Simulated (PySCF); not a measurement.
## How methods differ on the excitation energy of In²⁺

In²⁺ [Kr] 4d10 5s1 (2S) → In²⁺ [Kr] 4d10 5p1 (2P), as a difference of total energies. All numbers are calculated (PySCF 2.14, a scalar-relativistic core potential, in aug-cc-pwCVDZ-PP with ECP28MDF (6s5p4d1f, 48 functions)). Correlated levels: valence and next inner shell: nothing frozen outside the core potential. The calculations carry no spin-orbit coupling.

```csv
method,excitation energy (eV)
UHF,7.066
MP2 (valence and next inner shell),7.538
SCS-MP2 (valence and next inner shell),7.468
CCSD (valence and next inner shell),7.471
CCSD(T) (valence and next inner shell),7.476
```

Problem. How much does correlation contribute at CCSD(T) (valence and next inner shell)?

Solution. 7.476 − (7.066) = 0.410 eV, measured against UHF.
